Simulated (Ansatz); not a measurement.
The lowest singlet and triplet of C2H2 (SMILES C#C); geometries from B3LYP-D3(BJ)/def2-TZVP, each state relaxed from the structure named, with no frequency check.
Singlet (charge 0, multiplicity 1):
```xyz
4

C      0.00000     0.00000    -0.59840
C      0.00000     0.00000     0.59840
H      0.00000     0.00000    -1.66107
H      0.00000     0.00000     1.66107
```

```
level                                   gap E(singlet) − E(triplet), vertical, at the singlet's geometry (kcal/mol)  cost
--------------------------------------  ---------------------------------------------------------------------------  ----
R-PBE/def2-TZVPP                                                                                            -133.42    ×1
R-r2SCAN/def2-TZVPP                                                                                         -127.57    ×1
R-B3LYP/def2-TZVPP                                                                                          -133.02  ×0.7
U-B3LYP/def2-TZVPP                                                                                          -133.02  ×0.8
U-PBE0/def2-TZVPP                                                                                           -129.90  ×0.8
R-wB97M-V/def2-TZVPP                                                                                        -137.36    ×2
R-MP2/cc-pVDZ                                                                                               -148.64     -
U-MP2/cc-pVTZ                                                                                               -147.16     -
U-MP2/cc-pVQZ                                                                                               -146.87     -
U-SCS-MP2/cc-pVDZ                                                                                           -147.90     -
R-SCS-MP2/cc-pVQZ                                                                                           -147.01     -
U-CCSD/cc-pVQZ                                                                                              -135.94     -
R-CCSD(T)/cc-pVDZ                                                                                           -138.84  ×0.3
U-CCSD(T)/cc-pVTZ                                                                                           -138.51    ×2
R-CCSDT/cc-pVDZ                                                                                             -131.52     -
SA-CASSCF(4,4)/cc-pVTZ                                                                                      -135.72     -
SC-NEVPT2 on SA-CASSCF(4,4)/cc-pVDZ                                                                         -133.40     -
SC-NEVPT2 on SA-CASSCF(4,4)/cc-pVTZ                                                                         -132.97     -
FIC-MRCISD+Q on SA-CASSCF(4,4)/cc-pVDZ                                                                      -131.61     -
FIC-MRCISD+Q on SA-CASSCF(4,4)/cc-pVQZ                                                                      -131.89     -
```

The rows run from -148.64 (R-MP2/cc-pVDZ) to -127.57 kcal/mol (R-r2SCAN/def2-TZVPP). From cc-pVTZ to cc-pVQZ U-MP2 changes by 0.29. The 4 R-functionals in def2-TZVPP without D3 or D4 span 9.79, from R-wB97M-V to R-r2SCAN.

A positive gap puts the triplet lower; no zero-point energy. R- takes a restricted singlet. U- takes an unrestricted singlet (broken symmetry where lower, unprojected). The triplet is unrestricted in single-reference levels. Active spaces average the two states. CCSD(T) and the multireference levels part by over 6 kcal/mol here: they may describe different states of a spin, or one family misses.

Cores are frozen in the correlated methods.

Doubts at one or more of the structures used: other coupled-cluster roots lie near (R-CCSDT/cc-pVDZ).

Codes used: Ansatz (a quantum-chemistry and plane-wave program) with Gaussian orbitals. 

Costs are rough ratios of core time to R-PBE/def2-TZVPP (about 7 s over the structures, on one shared machine); a dash marks a level with no comparable run of its own.
